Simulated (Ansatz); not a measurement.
Reaction (cleavage of the Si–Si bond): `O[SiH](F)[SiH2][SiH3]` + `[OH][In]([Cl])[Cl]` → `[SiH3][O][In]([Cl])[Cl]` + `O[SiH](F)[SiH3]`

Calculated with Ansatz (gas phase, PBE0-D4/def2-TZVP geometries, no zero-point term in ΔE). CBS: MP2 limit from def2 TZ/QZ plus the TZ coupled-cluster correction, frozen cores. DFT in def2-TZVPP. HSE06 is defined as in plane-wave codes. def2 core potentials past Kr. For In outer-core shells are correlated without core-valence functions, which leaves a few kJ/mol of doubt a bond. Each species was taken in one conformer, which may not be the lowest.

`O[SiH](F)[SiH2][SiH3]`:

Cartesian coordinates in Å:
```
O -2.023 -0.550 -2.202
Si -0.589 -0.706 -1.431
F -0.459 -2.174 -0.799
Si -0.322 0.805 0.343
Si 1.570 0.277 1.613
H -2.821 -0.475 -1.676
H 0.439 -0.591 -2.490
H -0.206 2.183 -0.212
H -1.540 0.757 1.204
H 1.783 1.284 2.687
H 2.769 0.255 0.733
H 1.400 -1.064 2.231
```

`[OH][In]([Cl])[Cl]`:

Cartesian coordinates in Å:
```
O 0.302 -1.439 0.554
In 0.111 0.424 -0.025
Cl -1.652 1.021 -1.387
Cl 1.640 1.989 0.655
H -0.401 -1.995 0.203
```

`[SiH3][O][In]([Cl])[Cl]`:

Z-matrix (Å, degrees):
```
Si
O 1 1.638
H 1 1.486 2 109.4
H 1 1.490 2 111.2 3 -120.2
H 1 1.487 2 109.6 3 119.6
In 2 1.950 1 136.8 3 123.6
Cl 6 2.288 2 118.1 1 -179.9
Cl 6 2.296 2 119.8 1 0.1
```

`O[SiH](F)[SiH3]`:

Cartesian coordinates in Å:
```
O -1.342 -0.997 0.931
Si 0.213 -0.565 0.660
F 1.072 -1.842 0.213
Si 0.190 0.999 -1.080
H -1.548 -1.522 1.707
H 0.850 -0.092 1.918
H 1.585 1.380 -1.426
H -0.545 2.215 -0.643
H -0.474 0.425 -2.279
```

```
             level  ΔE (kcal/mol)  difference from CCSD(T)/CBS
       LDA (SPW92)          -14.8                          7.2
         r2SCAN-D4          -18.9                          3.1
            B97M-V          -19.7                          2.3
        r2SCAN0-D4          -20.4                          1.6
          HSE06-D4          -16.7                          5.3
          BHLYP-D4          -24.5                         -2.5
           ωB97X-V          -21.1                          0.9
              BLYP          -19.4                          2.6
            r2SCAN          -19.0                          3.0
              PBE0          -17.0                          5.0
         CAM-B3LYP          -23.4                         -1.4
RPA@PBE/def2-TZVPP          -22.4                         -0.4
  CCSD(T)/def2-SVP          -22.2                         -0.2
   CCSD/def2-TZVPP          -23.2                         -1.2
    MP2/def2-QZVPP          -23.7                         -1.7
      HF/CBS(def2)          -30.2                         -8.2
       CCSD(T)/CBS          -22.0                            0
```

Largest T1 diagnostic among the species: 0.014.

From r2SCAN to r2SCAN0 (25 % exact exchange), in def2-TZVPP and without D4, ΔE moves by −1.4 kcal/mol. Leaving LDA and LC-ωPBE aside and taking each functional with its dispersion term where it has one, the values, not all of them listed here, spread over 10.7 kcal/mol, from BHLYP-D4 to revPBE-D4. In def2-TZVPP, CCSD(T) changes the Hartree–Fock value by +7.5 kcal/mol (the triples alone add +1.1 kcal/mol) and MP2 by +6.0 kcal/mol.
